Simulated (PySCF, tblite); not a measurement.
Isomers of [C6H9NO]- (charge -1 and doublet state), one GFN2-xTB conformer each. Single-point energies are computed at B3LYP/pcH-1 (PySCF, gas phase, no added dispersion term), electronic only. GFN2-xTB treats the open shell by occupation alone, and not every SCF solution was tested for stability.

**Question.** Rank them by B3LYP/pcH-1 energy, lowest first (kJ/mol).
A. `[CH2:1]=[CH:2][C@H:3]1[CH2:4][O:5][CH2:6][C:7]1[NH-:8]` (charge -1 and doublet state) with C1–C2–C3–C4 149°, C6–C7–N8–H -179°, C2–C3–C4–O5 82°, C3–C4–O5–C6 22°, C4–O5–C6–C7 -6°, O5–C6–C7–N8 172°
B. `[CH3:1][C@@H:2]1[CH:3]=[C:4]([C:5]([NH2:6])[O-:7])[CH2:8]1` (charge -1 and doublet state) with C3–C4–C5–N6 -5°

**Answer.** B (0.0), A (129.5).

As drawn, the lower has a four-membered ring, which the higher lacks. GFN2-xTB itself gives, in the same order: 0.0, 87.3. Both levels put the same isomer lowest.

**Question.** What happens when harmonic zero-point energies from GFN2-xTB frequencies are added?

**Answer.** 
| SMILES | ZPE (kJ/mol) | electronic (kJ/mol) | with ZPE (kJ/mol) |
| --- | --- | --- | --- |
| C[C@@H]1C=C([C](N)[O-])C1 | 354.7 | 0.0 | 0.0 |
| C=C[C@H]1COC[C]1[NH-] | 349.5 | 129.5 | 124.3 |

The zero-point energies span 5.2 kJ/mol. The order is unchanged.
